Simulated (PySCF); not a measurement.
NMR data simulated for an unnamed compound:

¹H NMR (400 MHz, computed): δ 6.36 (br s, 1H), 6.30 (m, 1H), 6.26 (m, 1H), 5.76 (m, 1H), 5.31 (d, 2H), 4.76 (s, 2H).

¹³C{¹H} NMR (computed): δ 181.3 (C), 146.2 (CH), 135.7 (CH2), 62.9 (CH2).

Equivalent nuclei averaged, no solvent model, one conformer, non-relativistic. NMR shieldings at PBE0/pcSseg-1/GIAO; GFN2-xTB geometry; PySCF.

Referencing at the same level of theory: ¹H (σ = 31.72 ppm), ¹³C (σ = 186.93 ppm) against TMS.

Which of these does the molecule contain: an OH group, a carboxylic acid, a tert-butyl group, a (CH3)2CH unit, a Si–H bond, an S-methyl group?

Answers


- An OH group: yes (δH 6.36 (br s)).
- A carboxylic acid: yes (δC 181.3; δH 6.36 (br s)).
- A tert-butyl group: no.
- A (CH3)2CH unit: no.
- A Si–H bond: yes (δH 5.31 (d)).
- An S-methyl group: no.

The data belong to `OC(CO[SiH2]C=C)=O`, C4H8O3Si; they needn't prove each group on their own.

Carbon signals by region: 1 in the far downfield region (above 160 ppm), 2 in the sp2 and nitrile region (100–160 ppm), 1 at 50–100 ppm. Above 160 ppm: 181.3, carboxylic acid carbon.

Exchangeable OH/NH protons stand at their gas-phase positions; hydrogen bonding in a real sample shifts them, mostly to higher δ. Shifts are as computed. Against solution values, carbons near 30 ppm lie about +3 ppm off and those near 130 ppm about +5 ppm. Of 1309 compounds with measured shifts, 239 miss one by over three times the rms of a fit or turn the order of signals round; such compounds aren't used in these exercises. The C=O carbon of an acid or of an amide with N–H lies up to 10 ppm further downfield in solution, through hydrogen bonding that the calculation lacks. No couplings were computed; multiplicities are counted from neighbouring protons, with m where these are inequivalent, close in shift, in a saturated or five-membered ring or joined by F or P, and br s for small geminal =CH2 splittings.
